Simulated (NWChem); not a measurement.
WNH$_{2}$SOCl; SMILES [NH]=[W]([OH])(=[S])[Cl]

```xyz
7

W     -0.1716    -0.0627    -0.0256
N     -0.8880    -0.2130    -1.5974
H     -0.9809    -0.5736    -2.5434
S      1.3966    -1.5023     0.1386
Cl     0.6998     2.0473     0.1327
O     -1.4899    -0.4337     1.2582
H     -2.4248    -0.5902     1.0828
```
Atoms are numbered in this order, from 1.

Results from NWChem. Medium grid unless said otherwise, to which SCAN and Minnesota functionals are sensitive. Coordinates come from a PBE0/def2-SVP optimisation. Not confirmed as a minimum by frequencies. def2 effective core potentials on W; no spin-orbit coupling. Hybrids' shares of exact exchange are those that their runs print; pure functionals count as 0. The functionals differ in more than this share.

```
row              share of exact exchange  highest occupied level (eV)
---------------  -----------------------  ---------------------------
PBE/def2-SVP                        0.00                        -6.26
PW91/def2-SVP                       0.00                        -6.32
TPSSh/def2-SVP                      0.10                        -6.88
B3LYP/def2-SVP                      0.20                        -7.18
PW6B95/def2-SVP                     0.28                     withheld
MN15/def2-SVP                       0.44                        -8.09
```

Q: Fit a straight line of the last column on the one before it, predict the withheld value, and compare with the run.

A: 
1. Means of the 5 shown rows: x = 0.148, y = -6.946. Slope Σ(x − x̄)(y − ȳ)/Σ(x − x̄)² = -0.5436/0.1341 = -4.054; intercept -6.346.
2. The shown rows scatter about the line by 0.073 (root mean square); the largest residual is -0.13, at TPSSh/def2-SVP.
3. At x = 0.28 (PW6B95/def2-SVP; inside the shown range) the line gives -7.48.
4. The run gives -7.54, -0.06 from the line, 0.8 times the scatter.
